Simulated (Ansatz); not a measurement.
Reaction (substitution at a C–C bond): `CC1CCOCO1` + `C[O][Zn][OH]` → `C[O][Zn][O]C` + `C1COCOC1`

Computed with Ansatz on PBE0-D4/def2-TZVP structures; ΔE is electronic, products minus reactants. CCSD(T)/CBS adds triple-zeta CCSD(T) − MP2 to the extrapolated MP2 energy (def2 sets, frozen cores). Functionals use def2-TZVPP. For Zn outer-core shells are correlated without core-valence functions, which leaves a few kJ/mol of doubt a bond. Scalar relativity is left out up to krypton. One conformer a species, not always the lowest.

`CC1CCOCO1`:

Z-matrix (Å, degrees):
```
C
C 1 1.507
H 1 1.092 2 110.2
H 1 1.091 2 110.6 3 119.8
H 1 1.092 2 110.4 3 -119.9
C 2 1.521 1 113.6 3 59.4
O 2 1.421 1 107.7 3 -61.7
H 2 1.104 1 109.6 3 -179.0
C 6 1.517 2 109.4 1 -172.3
H 6 1.094 2 108.9 1 -52.5
H 6 1.094 2 110.3 1 66.1
C 7 1.393 2 111.5 1 -179.9
O 9 1.413 6 110.5 2 52.7
H 9 1.091 6 112.0 2 171.6
H 9 1.102 6 110.0 2 -68.3
H 12 1.106 7 109.4 2 60.3
H 12 1.089 7 107.3 2 -179.9
```

`C[O][Zn][OH]`:

Cartesian coordinates in Å:
```
C -0.984 0.023 1.200
O -0.002 -0.745 0.560
Zn 0.805 -0.328 -0.952
O 1.594 -0.089 -2.513
H -1.301 -0.506 2.106
H -1.877 0.176 0.580
H -0.617 1.011 1.509
H 2.382 0.458 -2.489
```

`C[O][Zn][O]C`:

Cartesian coordinates in Å:
```
C 0.273 -2.600 -0.824
O -0.695 -1.591 -0.739
Zn -0.543 -0.096 0.185
O -0.570 1.367 1.169
C -0.112 2.629 0.769
H -0.112 -3.393 -1.475
H 1.219 -2.250 -1.258
H 0.500 -3.056 0.149
H 0.957 2.635 0.516
H -0.255 3.328 1.600
H -0.662 3.028 -0.094
```

`C1COCOC1`:

Z-matrix (Å, degrees):
```
C
C 1 1.518
C 1 1.518 2 108.6
H 1 1.093 2 109.4 3 -119.4
H 1 1.094 2 110.5 3 121.4
O 2 1.414 1 110.4 3 52.6
H 2 1.091 1 112.1 3 171.4
H 2 1.102 1 110.0 3 -68.3
O 3 1.414 1 110.4 2 -52.6
H 3 1.102 1 110.0 2 68.3
H 3 1.091 1 112.1 2 -171.4
C 6 1.394 2 110.8 1 -56.7
H 12 1.107 6 109.4 2 -60.7
H 12 1.089 6 107.3 2 179.5
```

| level | ΔE (eV) |
| --- | --- |
| ωB97X-V | 0.83 |
| PBE | 0.79 |
| HF/def2-TZVPP | 0.70 |
| MP2/def2-TZVPP | 0.95 |
| SCS-MP2/def2-TZVPP | 0.87 |
| MP2/def2-QZVPP | 0.97 |
| SCS-MP2/def2-QZVPP | 0.90 |
| CCSD/CBS(def2) | 0.90 |

(1) What does CCSD(T)/CBS give? (Best estimate.)

Largest T1 diagnostic among the species: 0.017.

Answers

(1) Ansatz gave: +0.91 eV. The listed levels differ from it by -0.08, -0.12, -0.21, 0.04, -0.04, 0.06, -0.01, -0.01 eV.

The D4 term adds +0.05 eV with B3LYP and +0.03 eV with PBE0; it sums over pairs of atoms, weighted by their polarisabilities, and B3LYP, whose exchange is more repulsive, gets the larger term. In def2-TZVPP, CCSD(T) changes the Hartree–Fock value by +0.17 eV (the triples alone add +0.02 eV) and MP2 by +0.25 eV.

B3LYP here is the variant with VWN-RPA as its local correlation; programs differ in this.
